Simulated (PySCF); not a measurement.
## Kr³⁺ (krypton, charge +3) across methods

[Ar] 3d10 4s2 4p3, high-spin 4S determinant. Computed with PySCF 2.14 in aug-cc-pV5Z-PP with ECP10MDF (8s7p6d4f3g2h, 136 functions), with a scalar-relativistic core potential.

```csv
method,E (hartree),mean ε 4s α (eV),mean ε 4s β (eV),mean ε 4p α (eV),Σ⟨r²⟩ (bohr²),⟨S²⟩
PBE0,-460.8391,-63.455,-58.218,-46.485,20.59,3.750
B97-3,-460.9174,-63.508,-58.285,-46.439,20.57,3.751
B3LYP,-460.9289,-62.746,-58.363,-45.953,20.60,3.750
UHF,-459.60558,-71.552,-60.869,-51.180,20.68,3.751
BHandHLYP,-460.7307,-66.178,-59.856,-48.002,20.60,3.750
LDA,-460.2149,-60.542,-57.403,-44.633,20.60,3.750
r2SCAN,-460.7298,-61.841,-56.939,-45.365,20.52,3.750
PBE,-460.8673,-60.420,-56.798,-44.616,20.60,3.750
```

Energies and moments cover only the electrons outside the core potential.
